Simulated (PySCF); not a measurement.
# From computed data to an observable: entropy of an ideal gas

1,2-difluorocyclobutene (C4H4F2), SMILES FC1=C(F)CC1.

The structure is a stationary point at B3LYP-D3(BJ)/def2-SVP.

B3LYP-D3(BJ)/def2-SVP in PySCF 2.14.0 gives the harmonic wavenumbers 225, 276, 305, 454, 546, 687, 743, 857, 908, 1039, 1089, 1101, 1143, 1163, 1217, 1281, 1385, 1454, 1478, 1853, 3048, 3053, 3105, 3112 cm⁻¹ and the rotational temperatures 0.2308, 0.1818, 0.1046 K. The molar mass is 90.07 g/mol, the symmetry number 2, the spin multiplicity 1.

**Question.** Work out the entropy at 298.15 K and 1 atm in the rigid-rotor, harmonic-oscillator model.

**Answer.** 
Translation (Sackur–Tetrode at 1 atm): S = R[1.5 ln M + 2.5 ln T − 1.16487] = 164.9 J/(mol K).
Rotation: q = (√π/σ) T^1.5/√(θA θB θC) = 68900, S = R[ln q + 3/2] = 105.1 J/(mol K).
Vibration: with u = 1.4388 ν/T, each mode gives R[u/(e^u − 1) − ln(1 − e^−u)]:
```tsv
ν (cm⁻¹)	modes	u	S (J/(mol K))
225	1	1.09	8.03
276	1	1.33	6.52
305	1	1.47	5.81
454	1	2.19	3.28
546	1	2.63	2.31
687	1	3.32	1.35
743	1	3.59	1.08
857	1	4.14	0.69
908	1	4.38	0.57
1039	1	5.01	0.33
1089	1	5.26	0.27
1101	1	5.31	0.26
1143	1	5.52	0.22
1163	1	5.61	0.20
1217	1	5.87	0.16
1281	1	6.18	0.12
1385	1	6.68	0.08
1454	1	7.02	0.06
1478	1	7.13	0.05
1853	1	8.94	0.01
```
The stiffer modes add less than 0.005 each. Sum 31.4 J/(mol K).
Spin: R ln 1 = 0.0 J/(mol K).
Total 301.4 J/(mol K); the program's own thermochemistry gives 301.4. Translation makes up 55 % and vibration 10 %. Anharmonicity, hindered rotation and orbital degeneracy are left out.
